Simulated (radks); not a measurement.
The numbers below are computed, except where a source is named.
The ytterbium ion Yb3+, configuration [Xe] 4f12 5d1 (not the ground configuration). Level of theory: scalar-relativistic Kohn-Sham, PBE, spin-unpolarised, spherical densities, finite nucleus; Fermi nuclear charge, rms radius 5.3108 fm (a radial shooting solver on a logarithmic mesh with Libxc functionals). Some entries of the table are withheld. Estimate them.

orbital  occ.  eigenvalue (Ry)  <r> (bohr)
1s          2              (1)     0.01966
2s          2              (2)         (3)
2p          6        -675.2071     0.07415
3s          2        -175.0940      0.2168
3p          6        -147.8394         (4)
3d         10        -114.6219      0.1961
4s          2        -36.99079      0.4870
4p          6        -28.02078      0.5167
4d         10        -16.20217      0.5564
5s          2              (5)       1.169
5p          6         -4.45911       1.361
4f         12         -3.20566         (6)
5d          1         -1.98732       1.966

Answer. 
(1) 1s eigenvalue (Ry): -4503.158
(2) 2s eigenvalue (Ry): -765.5893
(3) 2s <r> (bohr): 0.08335
(4) 3p <r> (bohr): 0.2163
(5) 5s eigenvalue (Ry): -6.62791
(6) 4f <r> (bohr): 0.7012
